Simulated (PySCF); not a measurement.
C₂H₅I, triplet, at the geometry of the source list (a higher spin typed on purpose: for a closed-shell molecule this is an excited state) (all electrons, no relativity); PBE/STO-3G (PySCF).

Input for PySCF:
```python
from pyscf import gto, scf, dft

mol = gto.M(
    atom='''
C    -0.77360000    0.27010000    0.08430000
C     0.54870000   -0.42420000   -0.14430000
I     2.22910000    0.84980000    0.34860000
H    -0.88870000    0.55950000    1.12690000
H    -1.58520000   -0.40850000   -0.17680000
H    -0.85900000    1.16230000   -0.53280000
H     0.64940000   -1.30750000    0.48120000
H     0.67930000   -0.70150000   -1.18710000
''',
    basis='sto-3g',
    spin=2,
    verbose=4,
)

mf = dft.UKS(mol)
mf.xc = 'pbe'
mf.kernel()
mf.analyze()
```

**Question.** Write the output that PySCF gives for this input, abridged.

**Answer.** 
```
PySCF version 2.14.0

[INPUT] verbose = 4
[INPUT] num. atoms = 8
[INPUT] num. electrons = 70
[INPUT] charge = 0
[INPUT] spin (= nelec alpha-beta = 2S) = 2
[INPUT] symmetry False subgroup None
[INPUT] Mole.unit = angstrom
[INPUT] Symbol           X                Y                Z      unit          X                Y                Z       unit  Magmom
[...]
nuclear repulsion = 214.748207360577
number of shells = 22
number of NR pGTOs = 126
number of NR cGTOs = 42
basis = sto-3g
ecp = {}

******** <class 'pyscf.dft.uks.UKS'> ********
method = UKS
initial guess = minao
damping factor = 0
level_shift factor = 0
DIIS = <class 'pyscf.scf.diis.CDIIS'>
diis_start_cycle = 1
diis_space = 8
diis_damp = 0
SCF conv_tol = 1e-09
SCF conv_tol_grad = None
SCF max_cycles = 50
direct_scf = True
direct_scf_tol = 1e-13
number electrons alpha = 36  beta = 34
XC library pyscf.dft.libxc version 7.1.2
    S. Lehtola, C. Steigemann, M. J. T. Oliveira, and M. A. L. Marques,  SoftwareX 7, 1–5 (2018)
XC functionals = pbe
    J. P. Perdew, K. Burke, and M. Ernzerhof,  Phys. Rev. Lett. 77, 3865 (1996)
    J. P. Perdew, K. Burke, and M. Ernzerhof,  Phys. Rev. Lett. 78, 1396 (1997)
    J. P. Perdew, K. Burke, and M. Ernzerhof,  Phys. Rev. Lett. 77, 3865 (1996)
    J. P. Perdew, K. Burke, and M. Ernzerhof,  Phys. Rev. Lett. 78, 1396 (1997)
radial grids:
    Treutler-Ahlrichs [JCP 102, 346 (1995); DOI:10.1063/1.469408] (M4) radial grids

becke partition: Becke, JCP 88, 2547 (1988); DOI:10.1063/1.454033
pruning grids: <function nwchem_prune>
grids dens level: 3
symmetrized grids: False
atomic radii adjust function: <function treutler_atomic_radii_adjust>
small_rho_cutoff = 0
Set gradient conv threshold to 3.16228e-05
tot grids = 99240
init E= -6908.90093819314

cycle= 1 E= -6929.87529413576  delta_E=  -21  |g|= 0.301  |ddm|= 2.65

cycle= 2 E= -6929.93107776604  delta_E= -0.0558  |g|= 0.434  |ddm|= 2.51

cycle= 3 E= -6930.13017370744  delta_E= -0.199  |g|= 0.0831  |ddm|= 2.44

cycle= 4 E= -6930.14262552974  delta_E= -0.0125  |g|= 0.0507  |ddm|= 1.77

cycle= 5 E= -6930.1430979875  delta_E= -0.000472  |g|= 0.0146  |ddm|= 1.75

cycle= 6 E= -6930.14417846023  delta_E= -0.00108  |g|= 0.0166  |ddm|= 1.75

cycle= 7 E= -6930.14428693274  delta_E= -0.000108  |g|= 0.0112  |ddm|= 0.0176

cycle= 8 E= -6930.14435809281  delta_E= -7.12e-05  |g|= 0.00761  |ddm|= 0.0118

cycle= 9 E= -6930.14317448414  delta_E= 0.00118  |g|= 0.018  |ddm|= 1.74

[...]
SCF not converged.
Total Energy =                       -6930.143058162582747
[...]
spin_pop of  0 C 2s       -0.00149
spin_pop of  0 C 2px       0.01406
spin_pop of  0 C 2py      -0.00293
spin_pop of  0 C 2pz      -0.00259
spin_pop of  1 C 1s        0.00003
spin_pop of  1 C 2s        0.13010
spin_pop of  1 C 2px       0.31861
spin_pop of  1 C 2py       0.23861
spin_pop of  1 C 2pz       0.05341
spin_pop of  2 I 1s        0.00000
spin_pop of  2 I 2s        0.00000
spin_pop of  2 I 3s        0.00002
spin_pop of  2 I 4s        0.00001
spin_pop of  2 I 5s        0.03977
spin_pop of  2 I 2px       0.00000
spin_pop of  2 I 2py       0.00000
spin_pop of  2 I 2pz       0.00000
spin_pop of  2 I 3px       0.00002
spin_pop of  2 I 3py       0.00002
spin_pop of  2 I 3pz       0.00000
spin_pop of  2 I 4px       0.00030
spin_pop of  2 I 4py       0.00031
spin_pop of  2 I 4pz       0.00005
spin_pop of  2 I 5px       0.54658
spin_pop of  2 I 5py       0.55139
spin_pop of  2 I 5pz       0.09641
spin_pop of  2 I 3dxy      0.00000
spin_pop of  2 I 3dyz      0.00000
spin_pop of  2 I 3dz^2     0.00000
spin_pop of  2 I 3dxz      0.00000
spin_pop of  2 I 3dx2-y2    0.00000
spin_pop of  2 I 4dxy      0.00047
spin_pop of  2 I 4dyz      0.00004
spin_pop of  2 I 4dz^2     0.00014
spin_pop of  2 I 4dxz      0.00007
spin_pop of  2 I 4dx2-y2    0.00004
spin_pop of  3 H 1s        0.00659
spin_pop of  4 H 1s        0.02680
spin_pop of  5 H 1s        0.00652
spin_pop of  6 H 1s       -0.01266
spin_pop of  7 H 1s       -0.01069
 ** Mulliken Spin Density (per atom)  **
spin density of  0 C =      0.00704
spin density of  1 C =      0.74077
spin density of  2 I =      1.23564
spin density of  3 H =      0.00659
spin density of  4 H =      0.02680
spin density of  5 H =      0.00652
spin density of  6 H =     -0.01266
spin density of  7 H =     -0.01069
 ** Mulliken pop alpha/beta on meta-lowdin orthogonal AOs **
 ** Mulliken pop       alpha | beta **
In total            36.00000 | 34.00000
 ** Mulliken atomic charges   ( Nelec_alpha | Nelec_beta ) **
charge of  0C =     -0.12216  (     3.06460      3.05756 )
charge of  1C =     -0.26194  (     3.50136      2.76059 )
charge of  2I =      0.24742  (    26.99411     25.75847 )
charge of  3H =      0.03684  (     0.48488      0.47829 )
charge of  4H =      0.04185  (     0.49248      0.46568 )
charge of  5H =      0.03637  (     0.48507      0.47855 )
charge of  6H =      0.00905  (     0.48915      0.50181 )
charge of  7H =      0.01258  (     0.48836      0.49905 )
Dipole moment(X, Y, Z, Debye):  0.82427,  0.69828,  0.25479
```

The run did not converge; its last values are not results.
